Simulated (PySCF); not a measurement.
PySCF input file for C₃H₅BF₂, SMILES [C@H]1(F)CCB1F, TDA-M06-2X/def2-SVPD. Geometry optimised at PBE-D3(BJ)/def2-SVP. The structure was generated by enumeration; whether it is a known compound was not checked.

```python
import numpy as np
from pyscf import gto, scf, dft, tdscf

mol = gto.M(
    atom='''
    F     1.20185624    1.39391311    0.76261131
    B     0.65391224    0.52453334   -0.08010036
    C    -0.08424259    0.72192527   -1.46429934
    C    -1.09064437   -0.29775220   -0.82707249
    C    -0.01670017   -0.89145126    0.15310228
    F    -0.43981444   -1.31586137    1.39589819
    H    -0.47144137    1.72126725   -1.73954351
    H     0.43638345    0.28419278   -2.33938021
    H    -1.57727530   -1.02166126   -1.51181264
    H    -1.87702578    0.22041741   -0.24130783
    H     0.51094423   -1.72567938   -0.36442212
    ''',
    basis='def2-SVPD',
    charge=0,
    spin=0,
    max_memory=1600,
    verbose=4,
)
mf = dft.RKS(mol, xc='m06-2x').density_fit(auxbasis='def2-universal-jkfit')
mf.grids.level = 4
mf.conv_tol = 1e-9
mf.max_cycle = 100
mf.kernel()
mf.grids = dft.Grids(mol).set(level=2).build(with_non0tab=True)  # coarser grid for the response kernel
td = tdscf.TDA(mf)
td.singlet = True
td.nstates = 10
td.conv_tol = 1e-4
td.positive_eig_threshold = 1e-6
td.kernel(x0=td.get_init_guess(mf, 15))
td.analyze()
tt = tdscf.TDA(mf)
tt.singlet = False
tt.nstates = 4
tt.conv_tol = 1e-4
tt.positive_eig_threshold = 1e-6
tt.kernel(x0=tt.get_init_guess(mf, 9))
tt.analyze(verbose=3)
```

Program output:

```
PySCF version 2.14.0

[INPUT] verbose = 4
[INPUT] num. atoms = 11
[INPUT] num. electrons = 46
[INPUT] charge = 0
[INPUT] spin (= nelec alpha-beta = 2S) = 0
[INPUT] symmetry False subgroup None
[INPUT] Mole.unit = angstrom
[INPUT] Symbol           X                Y                Z      unit          X                Y                Z       unit  Magmom
[INPUT]  1 F      1.201856240000   1.393913110000   0.762611310000 AA    2.271179134700   2.634114019341   1.441126515396 Bohr   0.0
[INPUT]  2 B      0.653912240000   0.524533340000  -0.080100360000 AA    1.235715043101   0.991224355803  -0.151367742879 Bohr   0.0
[INPUT]  3 C     -0.084242590000   0.721925270000  -1.464299340000 AA   -0.159195423124   1.364241042703  -2.767124716981 Bohr   0.0
[INPUT]  4 C     -1.090644370000  -0.297752200000  -0.827072490000 AA   -2.061019158599  -0.562670110987  -1.562940491262 Bohr   0.0
[INPUT]  5 C     -0.016700170000  -0.891451260000   0.153102280000 AA   -0.031558747534  -1.684598734798   0.289321378246 Bohr   0.0
[INPUT]  6 F     -0.439814440000  -1.315861370000   1.395898190000 AA   -0.831128837229  -2.486617607195   2.637865276876 Bohr   0.0
[INPUT]  7 H     -0.471441370000   1.721267250000  -1.739543510000 AA   -0.890895073090   3.252723689683  -3.287260815665 Bohr   0.0
[INPUT]  8 H      0.436383450000   0.284192780000  -2.339380210000 AA    0.824645205793   0.537046520779  -4.420787898128 Bohr   0.0
[INPUT]  9 H     -1.577275300000  -1.021661260000  -1.511812640000 AA   -2.980618340041  -1.930659973478  -2.856911841256 Bohr   0.0
[INPUT] 10 H     -1.877025780000   0.220417410000  -0.241307830000 AA   -3.547064652948   0.416528537986  -0.456005710413 Bohr   0.0
[INPUT] 11 H      0.510944230000  -1.725679380000  -0.364422120000 AA    0.965544659627  -3.261061407009  -0.688658000533 Bohr   0.0

nuclear repulsion = 220.672106400672
number of shells = 70
number of NR pGTOs = 236
number of NR cGTOs = 166
basis = def2-SVPD
ecp = {}


[settings echo left out]
init E= -342.260443721633
  HOMO = -0.315071507593918  LUMO = -0.0533730029390296  gap/eV = 7.12118
cycle= 1 E= -341.450142585773  delta_E= 0.81  |g|= 0.55  |ddm|= 4.42
  HOMO = -0.348394422248137  LUMO = -0.0117929615490304  gap/eV = 9.15939
cycle= 2 E= -341.447379772733  delta_E= 0.00276  |g|= 0.636  |ddm|= 1.14
  HOMO = -0.358757102744714  LUMO = -0.000341971413339692  gap/eV = 9.75297
cycle= 3 E= -341.51223375899  delta_E= -0.0649  |g|= 0.0504  |ddm|= 0.516
  HOMO = -0.361773635105054  LUMO = 0.000688524073042984  gap/eV = 9.86310
cycle= 4 E= -341.512724651081  delta_E= -0.000491  |g|= 0.024  |ddm|= 0.0853
  HOMO = -0.360463375216478  LUMO = 0.00224765440876862  gap/eV = 9.86987
cycle= 5 E= -341.512867123581  delta_E= -0.000142  |g|= 0.00592  |ddm|= 0.0433
  HOMO = -0.360738760649405  LUMO = 0.0019872619072645  gap/eV = 9.87028
cycle= 6 E= -341.512877055608  delta_E= -9.93e-06  |g|= 0.000781  |ddm|= 0.00973
  HOMO = -0.360879435694155  LUMO = 0.00196812956228776  gap/eV = 9.87359
cycle= 7 E= -341.51287726262  delta_E= -2.07e-07  |g|= 0.000445  |ddm|= 0.00236
  HOMO = -0.360824311085179  LUMO = 0.0019846481951129  gap/eV = 9.87253
cycle= 8 E= -341.512877316698  delta_E= -5.41e-08  |g|= 5.97e-05  |ddm|= 0.000779
  HOMO = -0.360833316225567  LUMO = 0.00198397887769275  gap/eV = 9.87276
cycle= 9 E= -341.512877318312  delta_E= -1.61e-09  |g|= 1.72e-05  |ddm|= 0.000172
  HOMO = -0.360832690545339  LUMO = 0.00198519126513741  gap/eV = 9.87278
cycle= 10 E= -341.51287731843  delta_E= -1.18e-10  |g|= 7.8e-06  |ddm|= 4.38e-05
  HOMO = -0.360832167385532  LUMO = 0.00198526691791923  gap/eV = 9.87277
Extra cycle  E= -341.512877318439  delta_E= -9.21e-12  |g|= 7.49e-06  |ddm|= 2.23e-05
converged SCF energy = -341.512877318439
tot grids = 94904
Overwritten attributes  positive_eig_threshold  of <class 'pyscf.tdscf.rks.TDA'>


******** <class 'pyscf.tdscf.rks.TDA'> for <class 'pyscf.df.df_jk.DFRKS'> ********
nstates = 10 singlet
deg_eia_thresh = 1.000e-03
wfnsym = None
conv_tol = 0.0001
eigh lindep = 1e-12
eigh level_shift = 0
eigh max_cycle = 100


Excitation energies (eV)
[5.86936149 7.12451069 7.55157085 7.77093434 8.51397301 8.58681462
 8.70638196 8.99928749 9.03748455 9.19731734]

** Singlet excitation energies and oscillator strengths **
Excited State   1:      5.86936 eV    211.24 nm  f=0.0029
      22 -> 24       -0.12797
      23 -> 24       -0.66615
      23 -> 27       -0.11890
Excited State   2:      7.12451 eV    174.02 nm  f=0.0642
      22 -> 24       -0.66589
      23 -> 24        0.13989
Excited State   3:      7.55157 eV    164.18 nm  f=0.0043
      21 -> 24       -0.68251
Excited State   4:      7.77093 eV    159.55 nm  f=0.0082
      23 -> 25       -0.66024
      23 -> 26        0.11441
Excited State   5:      8.51397 eV    145.62 nm  f=0.0671
      22 -> 25       -0.42195
      23 -> 26       -0.48604
      23 -> 27        0.14490
      23 -> 29        0.10372
Excited State   6:      8.58681 eV    144.39 nm  f=0.0057
      20 -> 24        0.16945
      22 -> 25       -0.44872
      23 -> 25        0.11070
      23 -> 26        0.40383
      23 -> 27        0.10469
      23 -> 29       -0.13749
Excited State   7:      8.70638 eV    142.41 nm  f=0.0063
      20 -> 24       -0.65450
      22 -> 25       -0.16399
Excited State   8:      8.99929 eV    137.77 nm  f=0.0156
      21 -> 25        0.60030
      21 -> 27        0.10779
      22 -> 25       -0.16767
      22 -> 26        0.20473
      23 -> 27       -0.12400
Excited State   9:      9.03748 eV    137.19 nm  f=0.0034
      21 -> 25       -0.10286
      22 -> 25       -0.10726
      22 -> 26       -0.16639
      23 -> 24        0.10542
      23 -> 25        0.12196
      23 -> 27       -0.54974
      23 -> 28       -0.28796
Excited State  10:      9.19732 eV    134.80 nm  f=0.0015
      23 -> 27       -0.29065
      23 -> 28        0.60566

** Transition electric dipole moments (AU) **
state          X           Y           Z        Dip. S.      Osc.
  1        -0.0654     -0.0722      0.1040      0.0203      0.0029
  2         0.5897      0.1285      0.0612      0.3680      0.0642
  3         0.1373     -0.0619     -0.0248      0.0233      0.0043
  4        -0.0707     -0.1915      0.0354      0.0429      0.0082
  5         0.4235     -0.0136      0.3771      0.3217      0.0671
  6         0.0197      0.1341     -0.0933      0.0271      0.0057
  7         0.0451      0.0599     -0.1548      0.0296      0.0063
  8         0.2244     -0.1393      0.0347      0.0710      0.0156
  9         0.0404     -0.0749      0.0891      0.0152      0.0034
 10        -0.0330      0.0173      0.0732      0.0068      0.0015

** Transition velocity dipole moments (imaginary part, AU) **
state          X           Y           Z        Dip. S.      Osc.
  1        -0.0012     -0.0059     -0.0160      0.0003      0.0009
  2         0.0320      0.0414      0.0365      0.0041      0.0104
  3        -0.0009      0.0312      0.0006      0.0010      0.0023
  4         0.0000     -0.0518      0.0237      0.0032      0.0076
  5         0.0840     -0.0135      0.1063      0.0185      0.0395
  6         0.0113      0.0414     -0.0140      0.0020      0.0043
  7         0.0025      0.0316      0.0100      0.0011      0.0023
  8         0.0495     -0.0580      0.0124      0.0060      0.0120
  9         0.0233     -0.0134      0.0128      0.0009      0.0018
 10         0.0105      0.0257      0.0244      0.0014      0.0027

** Transition magnetic dipole moments (imaginary part, AU) **
state          X           Y           Z
  1         0.2802      0.7791      0.5844
  2         0.1873      0.0572      0.0541
  3         0.0093      0.1489      0.2813
  4        -0.2742      0.0289      0.5036
  5        -0.4819      0.5863     -0.1065
  6        -0.1082      0.3975     -0.2936
  7         0.2191     -0.3143      0.1952
  8         0.2679      0.0419      0.1896
  9        -0.0085      0.1877      0.2028
 10         0.1534     -0.0610      0.1945


******** <class 'pyscf.tdscf.rks.TDA'> for <class 'pyscf.df.df_jk.DFRKS'> ********
nstates = 4 triplet
deg_eia_thresh = 1.000e-03
wfnsym = None
conv_tol = 0.0001
eigh lindep = 1e-12
eigh level_shift = 0
eigh max_cycle = 100


Excitation energies (eV)
[5.41483601 6.18312245 7.26635343 7.63584663]

** Triplet excitation energies and oscillator strengths **
Excited State   1:      5.41484 eV    228.97 nm  f=0.0000
Excited State   2:      6.18312 eV    200.52 nm  f=0.0000
Excited State   3:      7.26635 eV    170.63 nm  f=0.0000
Excited State   4:      7.63585 eV    162.37 nm  f=0.0000
```

The run converged.
